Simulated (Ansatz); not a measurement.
`[F][GeH]([F])[SiH3]` + CH₃NH₂ → `C[NH][GeH]([F])[F]` + SiH₄ at 600 K and 1 bar (cleavage of the Ge–Si bond).

Gas-phase electronic energies from Ansatz, PBE0-D4/def2-TZVP geometries. CCSD(T)/CBS adds triple-zeta CCSD(T) − MP2 to the extrapolated MP2 energy (def2 sets, frozen cores). This one scheme is used for every species. For Ge outer-core shells are correlated without core-valence functions, which leaves a few kJ/mol of doubt a bond. Scalar relativity is left out up to krypton. Each species was taken in one conformer, which may not be the lowest.

| species | CCSD(T)/CBS energy (Eh) | H − E (kJ/mol) | S (J/(mol·K)) |
| --- | --- | --- | --- |
| `[F][GeH]([F])[SiH3]` | -2567.24983 | 155.5 | 432.2 |
| CH₃NH₂ | -95.75281 | 199.3 | 283.8 |
| `C[NH][GeH]([F])[F]` | -2371.54669 | 237.7 | 445.6 |
| SiH₄ | -291.46306 | 108.7 | 242.3 |

H − E and S are ideal-gas, rigid-rotor, harmonic terms from PBE0-D4/def2-TZVP, for one conformer and one mirror image of each species. 1 Eh = 2625.50 kJ/mol, R = 8.31446 J/(mol·K).

Task: By hand: ΔE, ΔH, ΔS and ΔG.

Result: ΔE = (-2371.54669) + (-291.46306) − (-2567.24983) − (-95.75281) = -0.00711 Eh = -18.7 kJ/mol. Δ(H − E) = 237.7 + 108.7 − 155.5 − 199.3 = -8.4, so ΔH = -27.1 kJ/mol. ΔS = 445.6 + 242.3 − 432.2 − 283.8 = -28.1 J/(mol·K). ΔG = -27.1 − 600 × (-28.1)/1000 = -10.2 kJ/mol.

Task: By hand: the equilibrium constant, and the temperature at which ΔG would vanish if ΔH and ΔS stayed fixed.

Result: log₁₀ K = −ΔG/(RT ln 10) = 0.9. ΔG = 0 at ΔH/ΔS = 964 K.

TΔS isn't small against ΔH here. A doubt of 5 kJ/mol in ΔE shifts log₁₀ K by 0.4 here. Other conformers and mirror images would add mixing entropy, several J/(mol·K) or more a flexible species. These are equilibria of isolated gas molecules and say nothing of rates. Largest T1 diagnostic: 0.013 (customary marks: 0.02 for closed shells, 0.045 for open ones).
